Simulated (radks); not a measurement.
Results of a calculation; reference values are marked as such.
Problem. Ionisation of the erbium ion Er2+, [Xe] 4f12, to [Xe] 4f11 as the strength of local exchange is varied. Code: a radial shooting solver on a logarithmic mesh with Libxc functionals. Model: scalar-relativistic Kohn-Sham, Slater X-alpha exchange (alpha = 2/3 is LDA exchange), no correlation, spin-polarised, spherical densities, finite nucleus; open shells are filled with parallel spins first (spin-orbit coupling, left out, can overturn this in heavy ions); Fermi nuclear charge, rms radius 5.2516 fm.

| alpha | E(Er2+) (hartree) | exchange (hartree) | IE (eV) | -e of the level emptied (eV) | <r> of it (bohr) |
|---|---|---|---|---|---|
| 0.555 | -13025.2869 | -217.4369 | 20.954 | 12.946 (4f) | 0.8597 |
| 0.637 | -13057.5919 | -250.2525 | 22.957 | 14.639 (4f) | 0.8404 |
| 0.667 | -13069.4331 | -262.3016 | 23.718 | 15.294 (4f) | 0.8338 |
| 0.836 | -13136.3595 | -330.6101 | 28.270 | 19.298 (4f) | 0.8009 |
| 0.908 | -13164.9863 | -359.9338 | 30.340 | 21.156 (4f) | 0.7885 |
| 0.941 | -13178.1295 | -373.4179 | 31.313 | 22.036 (4f) | 0.7832 |
| 0.949 | -13181.3179 | -376.6910 | 31.552 | 22.252 (4f) | 0.7819 |
| ? | -13041.4283 | -233.8229 | 21.941 | 13.775 (4f) | 0.8498 |

Which alpha was used in the last row?

Solution. alpha = 0.596. NIST Atomic Spectra Database: 22.70 eV (semi-empirical). The Delta-SCF value meets it near alpha = 0.63. Open shells are spherical and high-spin; term and fine-structure splittings are not resolved. Spin-orbit splitting is averaged out at the scalar-relativistic level.
